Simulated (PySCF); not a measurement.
Mg2O, SMILES [Mg][O][Mg] (connectivity only; charge and spin as stated), neutral, multiplicity 1.

Geometry: PBE0-D3(BJ)/def2-TZVP.

The numbers are results of r2SCAN/def2-TZVPD (PySCF), not measurements.

The molecule is in vacuum.

Task: Estimate the frontier levels, gap, dipole moment and polarisability. (Estimate from the structure and the level; the computed values follow.)

Result: 
```json
{
 "highest_occupied_level": "-4.01 eV",
 "lowest_empty_level": "-3.46 eV",
 "orbital_gap": "0.55 eV",
 "dipole_moment": "0.00 D",
 "quadrupole, principal values (traceless, Buckingham form, about the centre of nuclear charge)": "-1.70, -1.70, 3.39 D·Å",
 "mean_static_polarisability": "215.2 bohr³ (31.89 Å³)",
 "polarisability_principal_values": "123.7, 123.7, 398.2 bohr³"
}
```
